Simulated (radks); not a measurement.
Dynamic dipole polarisability and lines of the magnesium ion Mg+, [Ne] 3s1. Method: scalar-relativistic Kohn-Sham, LDA (Slater exchange, VWN5 correlation), spin-polarised, spherical densities, finite nucleus; open shells are filled with parallel spins first; Fermi nuclear charge, rms radius of each element as measured or else 0.836 A^(1/3) + 0.57 fm; computed with a radial shooting solver on a logarithmic mesh with Libxc functionals. Time-dependent linear response with the Hartree and adiabatic LDA kernel, continuum included through the Sternheimer equations, no spin-orbit coupling, so fine structure and intercombination lines are absent. Lines are the poles of the dipole polarisability below minus the highest occupied eigenvalue, found on a grid refined at the orbital gaps; the lowest seven at most are given, and weak or close lines can be missed. The first line takes the name of the lowest orbital gap if no other gap lies below it; otherwise a line is named after a gap within 0.6 % of it, if that gap stands alone.

photon energy (eV)  alpha (bohr^3)
0                            30.32
0.197                        30.38
0.985                        31.67
1.773                        35.18
2.561                        42.64
3.350                        60.18
4.138                        127.0
4.926                       -352.7
5.714                       -64.10
6.502                       -32.76
7.290                       -20.95
8.078                       -14.84
8.866                       -11.14
9.655                       -8.506
10.443                      -6.931

Lines (eV, oscillator strength): 4.731 (262.1 nm, 3s-3p), f = 0.898. Higher lines, where found, are left out when the end of the mesh affects them. Those listed give 98 % of the static polarisability (sum of f/w^2). Orbital energy gaps for comparison: 3s-3p 4.455 eV; 3s-4p 9.791 eV. At laser wavelengths: 1550 nm 31.20, 1064 nm 32.24, 780 nm 34.10, 532 nm 39.84, 355 nm 65.90, 193 nm -34.55 bohr^3. Measured terms reached by dipole lines (averaged over J; NIST Handbook of Basic Atomic Spectroscopic Data, eV): 3s-3p 4.430; 3s-4p 9.998; 3s-5p 12.084; those above the model threshold have no computed partner.
